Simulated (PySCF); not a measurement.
Simulated outer-valence photoelectron spectrum of `[NH3+][BH2-]Br`. Method: EOM-IP-CCSD/aug-cc-pVDZ in PySCF, restricted Hartree–Fock reference, frozen core, non-relativistic, gas phase, PBE0-D3(BJ)/def2-SVP geometry.

Each root has a Gaussian of 0.6 eV full width with its one-hole share as area; cross sections and vibrations are left out, and the highest printed point is 100.

ionisation energy (eV), intensity and a bar:
```
      8.6          1 
      8.8          7 ##
      9.0         26 ########
      9.2         55 #################
      9.4         75 #######################
      9.6         76 #######################
      9.8         58 #################
     10.0         29 #########
     10.2          9 ###
     10.4          2 
     10.6          2 #
     10.8         11 ###
     11.0         32 ##########
     11.2         52 ################
     11.4         47 ##############
     11.6         32 ##########
     11.8         38 ###########
     12.0         52 ################
     12.2         44 #############
     12.4         20 ######
     12.6          5 #
     12.8          1 
     13.0          2 
     13.2          9 ###
     13.4         29 #########
     13.6         50 ###############
     13.8         46 ##############
     14.0         23 #######
     14.2          6 ##
     14.4          1 
     14.6          0 
     14.8          0 
     15.0          0 
     15.2          0 
     15.4          0 
     15.6          0 
     15.8          0 
     16.0          0 
     16.2          0 
     16.4          0 
     16.6          0 
     16.8          0 
     17.0          0 
     17.2          1 
     17.4          7 ##
     17.6         24 #######
     17.8         45 ##############
     18.0         47 ##############
     18.2         26 ########
     18.4         10 ###
     18.6         13 ####
     18.8         44 #############
     19.0         90 ###########################
     19.2        100 ##############################
     19.4         61 ##################
     19.6         21 ######
     19.8          4 #
     20.0          0
```

Question: Where are the maxima, and how many lines lie under the curve?

Answer: 6 maxima, at 9.5, 11.3, 12.0, 13.7, 17.9 and 19.1 eV, from 8 lines. At this width some lines have no maximum of their own.

Question: List the lines with their holes.

Answer: 
| E (eV) | leading hole (HF orbital) | area | Koopmans (eV) |
| --- | --- | --- | --- |
| 9.31 | HOMO | 0.96 | 9.85 |
| 9.71 | HOMO-1 | 0.96 | 10.25 |
| 11.25 | HOMO-2 | 0.96 | 11.80 |
| 12.05 | HOMO-3 | 0.95 | 12.94 |
| 13.68 | HOMO-4 | 0.94 | 14.89 |
| 17.91 | HOMO-5 | 0.91 | 19.83 |
| 19.09 | HOMO-6 | 0.95 | 20.35 |
| 19.18 | HOMO-7 | 0.95 | 20.45 |

The widest gap, 4.23 eV, lies between 13.68 and 17.91 eV. Only orbitals with −ε under 21 eV, eight at most, were ionised, so the high end of the curve may lack lines.
